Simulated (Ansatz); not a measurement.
A structure drawn as `C[O][Ge][F]`, with this starting geometry:

Cartesian coordinates in Å:
```
C 0.549 0.321 0.486
O 0.372 -0.969 -0.010
Ge -1.333 -1.051 -0.483
F -1.668 -0.246 -1.980
H 0.426 1.083 -0.267
H 0.002 0.491 1.437
H 1.651 0.371 0.818
```

Total charge 0; spin multiplicity 1.

(1) Relax it with Ansatz at PBE-D4/def2-SVP and then PBE0-D4/def2-TZVP. Is the drawn bonding still there?

(2) Give the relaxed structure. (An estimate is asked.)

Atoms count as bonded under 1.1 times the sum of their covalent radii (H–H under 0.85 Å, pairs among N, O and F under 1.55 Å), and a drawn bond as lost past 1.3 times.

Results:

(1) Yes, every drawn bond is still there and no new one forms.

(2) The calculation gave: 
Z-matrix (Å, degrees):
```
C
O 1 1.413
H 1 1.092 2 112.1
H 1 1.093 2 109.1 3 120.9
H 1 1.093 2 109.0 3 -120.9
Ge 2 1.764 1 128.6 3 -0.7
F 6 1.768 2 99.0 1 -0.0
```
All modes are real.
